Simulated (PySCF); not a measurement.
Gas-phase reaction: SnH2Cl2 + 2 H ⇌ SnH4 + Cl2

Computed with PySCF (xtb for GFN2) and rigid-rotor harmonic-oscillator thermochemistry at 1 bar. † marks an energy on the PBE0/def2-TZVP geometry and frequencies; other levels use their own. Open shells (unrestricted): H (multiplicity 2); the rest are closed-shell singlets. GFN2 has no spin-polarisation term. B3LYP is the form with VWN-RPA correlation. Sn: scalar-relativistic def2 core potential, no spin-orbit coupling. SnH2Cl2: computed as isolated molecules; such fragments, hydroxides, amides, oligomers or adducts are transient or little studied in the gas. The harmonic model lacks anharmonicity and excited electronic states, which grow with temperature; levels with a mode under 35 cm⁻¹ are left out. Soft modes under 120 cm⁻¹ make the harmonic entropy rough for SnH2Cl2.

```json
[
 {"level": "B3LYP/def2-TZVP†", "ΔE electronic, kJ": "-141", "ΔH°(298 K), kJ": "-119", "ΔS°(298 K), J/K": "-93", "ΔG°(1800 K), kJ": "85"},
 {"level": "GFN2-xTB", "ΔE electronic, kJ": "-305", "ΔH°(298 K), kJ": "-278", "ΔS°(298 K), J/K": "-100", "ΔG°(1800 K), kJ": "-55"},
 {"level": "HF/def2-TZVP†", "ΔE electronic, kJ": "-3", "ΔH°(298 K), kJ": "19", "ΔS°(298 K), J/K": "-93", "ΔG°(1800 K), kJ": "224"},
 {"level": "PBE0/def2-SVP†", "ΔE electronic, kJ": "-96", "ΔH°(298 K), kJ": "-74", "ΔS°(298 K), J/K": "-93", "ΔG°(1800 K), kJ": "130"},
 {"level": "r2SCAN/def2-TZVP†", "ΔE electronic, kJ": "-111", "ΔH°(298 K), kJ": "-89", "ΔS°(298 K), J/K": "-93", "ΔG°(1800 K), kJ": "116"},
 {"level": "ωB97M-V/def2-TZVP†", "ΔE electronic, kJ": "-125", "ΔH°(298 K), kJ": "-103", "ΔS°(298 K), J/K": "-93", "ΔG°(1800 K), kJ": "101"}
]
```
ΔH° is lowest at GFN2-xTB and highest at HF/def2-TZVP†. No reference value is set beside these.
